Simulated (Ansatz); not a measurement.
**Worked example: SiH(SiH3)2F + CBrCl2 → SiH(SiH3)2 + CBrCl2F**

Gas-phase species: SiH(SiH3)2F, singlet; CBrCl2 `Cl[C](Cl)Br`, doublet; SiH(SiH3)2, doublet; CBrCl2F (bromodichlorofluoromethane) `FC(Cl)(Cl)Br`, singlet. A radical takes F: the energy is the difference in strength between the Si–F bond broken and the C–F bond made.

Shapes, held fixed at every level: PBE0-D4/def2-TZVP. Programs: Ansatz 0.2.0. The zero-point and thermal change to 298 K, harmonic and unscaled (PBE0-D4/def2-TZVP), is -0.2 kJ/mol.

At CCSD(T)/def2-TZVPP; 1 Eh = 2625.50 kJ/mol:

| species | energy (Eh) |
| --- | --- |
| SiH(SiH3)2F | -971.151811 |
| CBrCl2 | -3530.123351 |
| SiH(SiH3)2 | -871.305074 |
| CBrCl2F | -3629.912342 |

Work out ΔH(298 K) of the reaction at this level.


1. Products less reactants: (-871.305074) + (-3629.912342) − [(-971.151811) + (-3530.123351)] = 0.057746 Eh = +151.6 kJ/mol.
2. With the thermal change: +151.6 + (-0.2) = +151.4 kJ/mol.

Other levels give +138.6 (PBE-D4/def2-TZVPP) to +170.1 kJ/mol (BHLYP-D4/def2-TZVPP). No measured value is set beside it here. Open shells run unrestricted. Relativity is left out for Br. Outer-core shells of Br are correlated, in sets that cover them unevenly.
